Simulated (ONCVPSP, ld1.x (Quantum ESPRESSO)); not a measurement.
Potentials for silicon compared

Generated with ld1.x 7.5 (TM, RRKJ, ultrasoft, PAW), atompaw 4.2 or ONCVPSP 4.0.1. The cutoff is in Ry: for ld1.x and atompaw files where the sum of valence levels is converged to 10 mRy in a Bessel basis, for ONCV files where the hardest occupied wave has 1 mHa per electron of residual kinetic energy. The error is the largest all-electron minus pseudo excitation energy over each file’s own four to seven test configurations (ionisations up to +4, promotions, holes and added fractions of an electron), all of which were solved. The labels leave out finer settings (local radius, basis sizes, second energies), which also bear on the numbers. Spin-polarised tests are not counted. The rows are a selection from randomly drawn settings: files with unsolved tests, undetermined cutoffs or missed reference levels are left out.

```csv
potential,cutoff (Ry),largest error (meV),bound ghosts
"ONCV, LDA (Perdew-Wang 92), scalar-relativistic, rc 1.05/1.10 (sp), local smoothed, core correction yes, reference 2s2 2p6 3s2 3p2, qcut 10.6/12.4, projectors 2/2",128,+3.0,none
"ONCV, PBE, non-relativistic, rc 1.15/0.80/1.00 (spd), local smoothed, core correction yes, reference 2s2 2p6 3s2 3p2, qcut 10/19.2/11.1, projectors 2/2/1",262,+8.8,none
"ONCV, PBE, scalar-relativistic, rc 0.95/0.85/1.00 (spd), local smoothed, core correction no, reference 2s2 2p6 3s2 3p0.5, qcut 9.7/17.4/8.3, projectors 2/2/2",247,+5.3,none
```

(1) Fill in the row for Si: ONCV, BLYP, scalar-relativistic, rc 0.85/0.90/0.85 (spd), local d, core correction yes, reference 2s2 2p6 3s1 3p3, qcut 10.7/15.2/10.7, projectors 3/2/0.

(2) Fill in the row for Si: ultrasoft, PBEsol, scalar-relativistic, rc 1.80/1.80/1.25 (spd), local smoothed, core correction yes, reference 3s2 3p2.

(3) Fill in the row for Si: ONCV, BLYP, scalar-relativistic, rc 1.40/1.40 (sp), local smoothed, core correction yes, reference 3s2, qcut 3.9/4.7, projectors 2/1.

Results:

(1) cutoff 187 Ry, largest error +435 meV, bound ghosts: none.

(2) cutoff 8 Ry, largest error -35 meV, bound ghosts: none.

(3) cutoff 18 Ry, largest error +588 meV, bound ghosts: none.
